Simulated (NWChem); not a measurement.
System: naphthalene (C₁₀H₈); SMILES c1c2ccccc2ccc1

No frequency run checked for a minimum.

Task: Give the equilibrium geometry at PBE-D3(BJ)/def2-SVP (NWChem) as a Z-matrix, with the point group.

Result: point group D2h; any orientation.
```
C
C 1 1.4263
C 2 1.3866 1 120.88
H 3 1.1006 2 120.10 1 180.00
H 2 1.1014 3 120.48 4 0.00
C 3 1.4218 4 119.62 2 180.00
C 6 1.3866 3 120.28 4 180.00
H 6 1.1006 7 120.10 3 180.00
H 7 1.1014 6 120.48 8 0.00
C 1 1.4263 2 122.31 5 0.00
C 10 1.3866 1 120.88 2 180.00
H 11 1.1006 10 120.10 1 180.00
H 10 1.1014 11 120.48 12 0.00
C 11 1.4218 12 119.62 10 180.00
C 14 1.3866 11 120.28 12 180.00
H 14 1.1006 15 120.10 11 180.00
H 15 1.1014 14 120.48 16 0.00
C 7 1.4263 9 118.64 6 180.00
```
